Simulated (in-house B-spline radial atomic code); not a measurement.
A fraction x of an electron is removed from 4d in the holmium ion Ho⁵⁺, starting from [Kr] 4d10 4f9 5s2 5p5 and keeping the highest spin. Method: scalar-relativistic (X2C) SCAN, spin-polarised, spherical fractional occupations, Fermi nucleus of rms radius 5.2022 fm. Calculated with a radial B-spline atomic code at the basis-set limit.

```tsv
x	E(x) - E(0) (eV)	4d down level (eV)
0	0.0000	-229.833
0.08	18.4651	-231.796
0.2	46.4584	-234.762
0.28	65.3189	-236.752
0.41	96.3081	-240.010
0.5	118.0111	-242.282
0.6	?	?
0.68	162.0334	-246.863
0.78	186.8480	-249.430
0.93	?	?
1	242.3478	-255.126
```

(1) What belongs in the row x = 0.6?

(2) What belongs in the row x = 0.93?

(3) Check Janak's theorem between x = 0.08 and 0.2.

Answers

(1) An energy change of 142.3661 eV; 4d down at -244.821 eV.

(2) An energy change of 224.5527 eV; 4d down at -253.306 eV.

(3) The slope of the energy is 233.28 eV; the orbital levels give 233.28 eV (-ε of the emptying orbital, averaged over the two points).
